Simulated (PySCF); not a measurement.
Si(H)(Cl)(OH)(OMe) (CH5ClO2Si), SMILES CO[SiH](O)Cl. The structure is a stationary point at B3LYP-D3(BJ)/def2-SVP. The structure was generated by enumeration, and PubChem lists no compound with its InChIKey, so it may never have been made. Other conformers were not sampled.

Computed equilibrium geometry at B3LYP-D3(BJ)/def2-SVP (PySCF confirms it by a frequency run) as a Z-matrix (one conformer of several):
```
O
C 1 1.4122
H 2 1.1004 1 108.51
H 2 1.1037 3 108.70 1 -121.43
H 2 1.1048 3 108.23 4 -117.61
Si 1 1.6466 2 128.27 3 -167.73
O 6 1.6433 1 108.82 2 165.96
H 7 0.9652 6 117.53 1 -50.28
H 6 1.4737 7 106.89 8 -174.00
Cl 6 2.0845 9 108.22 7 120.24
```
